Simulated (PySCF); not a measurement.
CH2Cl, SMILES [CH2]Cl (connectivity only; charge and spin as stated), charge +1, multiplicity 1. Atoms are numbered in the order given.

```xyz
4

C      0.0000     0.0000     1.0411
Cl     0.0000     0.0000    -0.5527
H      0.0000     0.9502     1.5743
H      0.0000    -0.9502     1.5743
```
Charge +1, spin multiplicity 1.

Coordinates come from a B3LYP-D3(BJ)/def2-TZVP optimisation. The spin state was assumed, not searched. The isomer is the one that the SMILES or the coordinates give; other isomers of the formula were not compared.

The numbers are results of B3LYP-D3(BJ)/def2-TZVP (PySCF), not measurements.

Frequencies are harmonic and unscaled.

```csv
mode,ν (cm⁻¹),IR (km/mol),Raman (Å⁴/amu),depolarisation,moving atoms (share of kinetic energy)
1,1047,0.1,1.2,0.75,"H 83 %, C 14 %"
2,1047,93.1,17.2,0.21,"C 58 %, Cl 28 %, H 13 %"
3,1153,23.3,0.0,–,"H 77 %, C 23 %"
4,1476,0.1,2.2,0.75,"H 87 %, C 13 %"
5,3083,16.2,78.3,0.09,H 96 %
6,3218,51.6,38.7,0.75,"H 88 %, C 12 %"
```
